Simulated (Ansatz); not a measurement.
Consider the formal exchange of groups at a B–C bond: `OBC[SiH3]` + `C=CC(F)S` → `OBC(F)S` + `C=CC[SiH3]`.

Calculated with Ansatz (gas phase, PBE0-D4/def2-TZVP geometries, no zero-point term in ΔE). CBS: MP2 limit from def2 TZ/QZ plus the TZ coupled-cluster correction, frozen cores. Functionals use def2-TZVPP. B3LYP here is the variant with VWN-RPA as its local correlation; programs differ in this. One conformer a species, not always the lowest.

Is it downhill or uphill in electronic energy at CCSD(T)/CBS, and by how much? (Best estimate.)

Ansatz gave: Uphill: ΔE = +5.9 kcal/mol.

What do these levels give: ωB97M-V, B3LYP, SCS-MP2/def2-TZVPP, CCSD(T)/def2-TZVPP, HF/CBS(def2), CCSD/CBS(def2)? (Estimate.)

Computed: ωB97M-V 5.8, B3LYP 5.1, SCS-MP2/def2-TZVPP 6.1, CCSD(T)/def2-TZVPP 6.0, HF/CBS(def2) 6.2, CCSD/CBS(def2) 5.9 kcal/mol.

Largest T1 diagnostic among the species: 0.013.
